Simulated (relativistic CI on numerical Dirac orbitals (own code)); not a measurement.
d1 to d9 in one octahedral field

Computed with a parametric ligand-field model without spin-orbit coupling, by exact diagonalisation: B = 310, C = 1420, 10Dq = 38800 cm⁻¹ (Oh; |10Dq|/B = 125.2) for every shell. Energies in cm⁻¹; the field energy is (0.6 n_e − 0.4 n_t2) × 10Dq of the ground term; g labels are left out. So small a B with so large a field is typical of 4d and 5d ions, where spin-orbit coupling, left out here, reaches 1,000 to 4,000 cm⁻¹.

```csv
Shell,Ground term,Electrons in e,Field energy,First spin-allowed bands,Lowest term of other spin
d1,2T2,0.000,-15520,2E 38800,
d2,3T1,0.002,-30963,"3T2 37953, 3T1 41756",1T2 4753
d3,4A2,0.000,-46560,"4T2 38800, 4T1 42424",2E 6872
d4,3T1,0.004,-61939,"3E 37285, 3T1 37643",1T2 4411
d5,2T2,0.007,-77312,"2A2 36731, 2T1 36842",4T1 31838
d6,?,?,?,?,?
d7,2E,1.004,-69699,"2T1 37526, 2T2 37928",4T1 31954
d8,3A2,2.000,-46560,"3T2 38800, 3T1 42424",1E 5305
d9,2E,3.000,-23280,2T2 38800,
```

Q: Fill in the row of d6.

A: Ground term: 1A1; Electrons in e: 0.006; Field energy: -92877; First spin-allowed bands: 1T1 37583, 1T2 42322; Lowest term of other spin: 3T1 34668. Low spin: d4, d5, d6, d7; the other shells keep the spin of the free ion. Only d4 to d7 can choose; the field needed to pair spins is smallest for d6 and largest for d5, which loses most exchange energy. In the strong-field picture 10Dq must exceed about 6B + 5C = 8960 (d4), 7.5B + 5C = 9425 (d5), 2.5B + 4C = 6455 (d6) and 4B + 4C = 6920 (d7); mixing of terms shifts these bounds somewhat.
